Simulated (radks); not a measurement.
Neutral chlorine inside a hard spherical wall (all orbitals vanish at R), configuration held at [Ne] 3s2 3p5 and not refilled when levels cross. All-electron calculation, non-relativistic Kohn-Sham, LDA (Slater exchange, Perdew-Wang correlation), spin-polarised, spherical densities, point nucleus; open shells are filled with parallel spins first. Program: a radial shooting solver on a logarithmic mesh with Libxc functionals. Eigenvalues in eV for spin up, with the zero of energy where the potential of the charges vanishes at infinity; a dash marks a level that is unbound or too diffuse for the functional's potential to be trusted. A positive occupied level is held by the wall or, in an anion where self-interaction has pushed it up, behind a barrier. The pressure on the wall is -dE/dV.

R (bohr)  E (hartree)  kinetic (hartree)    e(2s)    e(2p)    e(3s)   e(3p)  e(4s, empty)  e(4p, empty)  pressure (GPa)
free       -458.66551            457.764  -250.07  -191.65  -20.933  -9.078        -0.326             -               0
20         -458.66551            457.764  -250.07  -191.65  -20.933  -9.078        -0.314         0.485        < 0.0001
15         -458.66551            457.764  -250.07  -191.65  -20.933  -9.078        -0.264         0.782        < 0.0001
10         -458.66550            457.765  -250.07  -191.65  -20.932  -9.077         0.118         1.802        0.000342
7          -458.66437            457.776  -249.99  -191.56  -20.865  -9.012         1.738         4.626          0.0873
6          -458.65981            457.813  -249.75  -191.32  -20.688  -8.832         3.549         7.289           0.599
5          -458.63641            457.972  -248.89  -190.46  -20.087  -8.196         7.651        12.720            4.49
3.5        -458.28890            459.728  -242.33  -183.80  -15.602  -3.124        29.834        38.226             129
2          -451.76805            480.732  -200.08  -140.42   25.778  42.628        185.47        193.70            8760
1.5        -436.59490            519.028  -154.87  -92.956   104.71  122.59        422.41        414.44           57900
